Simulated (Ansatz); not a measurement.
Two structures of GaH₂SF, singlet, reached by relaxing down either side of one saddle point (PBE0-D4/def2-TZVP). Energies are electronic, without zero-point energy. Ansatz 0.2.0; basis: def2-TZVPP and def2-QZVPP; cores frozen in the correlated methods. Filled d shells of the heavier atoms are correlated. The def2 sets are not built for correlating such inner shells, so the correlated values are less sure here. Extrapolation: Hartree–Fock as exp(−7.88 √X), correlation as X^−2.97. First:

Ga1  (-0.459, 0.460, -0.073)
F2  (0.832, 1.459, 0.574)
S3  (0.102, -1.639, -0.280)
H4  (1.337, -1.407, 0.199)
H5  (-1.810, 1.128, -0.421)
(Å)

Second:

```
5
angstrom
Ga -0.8478 0.0087 -0.2970
F 1.1832 0.7310 0.5585
S 0.0400 -1.8273 -0.3383
H 1.2870 -0.2184 0.4111
H -1.6625 1.3061 -0.3343
```

**Question.** Which bonds change from the first to the second?

**Answer.** GaH₂SF ([F][GaH][SH]) → GaHS ([S][GaH]) + HF; bonds formed: F2–H4; bonds broken: Ga1–F2, S3–H4.

**Question.** Give the saddle point's structure and its height above each. (An estimate is asked for; the value comes from the calculation.)

**Answer.** By the calculation: 33.24 kcal/mol above the first and 3.50 kcal/mol above the second (CCSD(T) at an estimated basis limit (MP2 extrapolated from triple and quadruple zeta, plus CCSD(T) − MP2 in triple zeta)).
| atom | x (Å) | y (Å) | z (Å) |
| --- | --- | --- | --- |
| Ga1 | -0.7306 | 0.1200 | -0.2344 |
| F2 | 1.0725 | 0.7027 | 0.5136 |
| S3 | 0.1903 | -1.7451 | -0.2695 |
| H4 | 1.1472 | -0.3978 | 0.3277 |
| H5 | -1.6795 | 1.3202 | -0.3374 |

T1 diagnostic: at most 0.016.

Labels in which every atom is bracketed show which atoms are joined, not bond orders.

For scale, one of the runs: CCSD(T)/def2-TZVPP, 149 basis functions, launched by `ansatz run in.yaml --threads 2 --pin off --events-out ev --progress --plain --max-ram 4352MiB`. Time: 26 s of wall clock on 2 CPU threads; the host was shared. Peak host memory: 0.93 GiB.
